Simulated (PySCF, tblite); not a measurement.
Isomers of C6H9FNO (doublet state), one GFN2-xTB conformer each. Single-point energies are computed at B3LYP/pcH-1 (PySCF, gas phase, no added dispersion term), electronic only. GFN2-xTB treats the open shell by occupation alone, and not every SCF solution was tested for stability.

Question: Rank them by B3LYP/pcH-1 energy, lowest first (kJ/mol).
A. `[CH3:1][CH2:2][C@@H:3]1[N:4][O:5][CH:6]=[C:7]1[CH2:8][F:9]` (doublet state) with C1–C2–C3–N4 -62°, C6–C7–C8–F9 2°
B. `[H]/[N:6]=[C:5](\[C:4]=[CH:3]\[O:2][CH3:1])[CH2:7][CH2:8][F:9]` (doublet state) with C1–O2–C3–C4 -176°, C4–C5–C7–C8 88°, C5–C7–C8–F9 -67°
C. `[CH3:1][CH2:2][C:3]1[NH:4][O:5][CH:6]=[C:7]1[CH2:8][F:9]` (doublet state) with C1–C2–C3–N4 -85°, C6–C7–C8–F9 -33°

Answer: C (0.0), A (0.1), B (12.6).

As drawn, the lowest has an N–O linkage, which the highest lacks. Neighbours under 21 kJ/mol apart (CC[C]1NOC=C1CF and CC[C@@H]1[N]OC=C1CF; CC[C@@H]1[N]OC=C1CF and [H]/N=C(\[C]=C\OC)CCF) can change places with a better method, another conformer or zero-point energy. GFN2-xTB itself gives, in the same order: 0.0, 8.7, 96.7. Both levels put the same isomer lowest; measured from each level's own lowest isomer, the values differ by up to 84.1 kJ/mol ([H]/N=C(\[C]=C\OC)CCF: 96.7 against 12.6).

Question: What happens when harmonic zero-point energies from GFN2-xTB frequencies are added?

Answer: 
```
               SMILES  ZPE (kJ/mol)  electronic (kJ/mol)  with ZPE (kJ/mol)
       CC[C]1NOC=C1CF         369.5                  0.0                0.0
  CC[C@@H]1[N]OC=C1CF         370.8                  0.1                1.4
[H]/N=C(\[C]=C\OC)CCF         361.1                 12.6                4.1
```

The zero-point energies span 9.7 kJ/mol. The order is unchanged.
